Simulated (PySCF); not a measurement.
**Threshold energies of GaH in a plasma**

PBE0 in PySCF with def2-TZVPPD on every atom, for the lowest determinant that a PBE0 search found; no spin–orbit coupling.

```csv
species,state (unpaired electrons),Re (Å),ωe (cm⁻¹),energy of the minimum from the neutral (eV),De (eV),dissociates to
GaH,singlet (closed shell),1.681,1591,0.00,2.86,Ga + H
GaH⁺,doublet (σ ↑),1.662,1339,8.33,0.53,Ga⁺ + H
```

Problem. Work out the lowest energy to break GaH into atoms, from its vibrational ground state.

Solution. D0 = De − ωe/2 = 2.86 − 0.10 = 2.76 eV (PBE0/def2-TZVPPD).

Problem. Work out the ionisation energy of the Ga atom at this level and the threshold of dissociative ionisation.

Solution. IE(Ga) = 8.33 + 0.53 − 2.86 = 6.00 eV, so Ga⁺ + H + e⁻ appears at D0 + IE(Ga) = 8.76 eV (PBE0/def2-TZVPPD). The measured IE(Ga) is 5.999 eV (NIST ASD).

These are thermodynamic thresholds; the onsets seen under electron impact lie higher where the geometry changes, and cross-sections peak well above them.

For an ion De counts to the pair picked by the measured ionisation energies or electron affinities, which need not be the lowest pair at this level. States were picked by a PBE0 search and need not be the measured ground states.
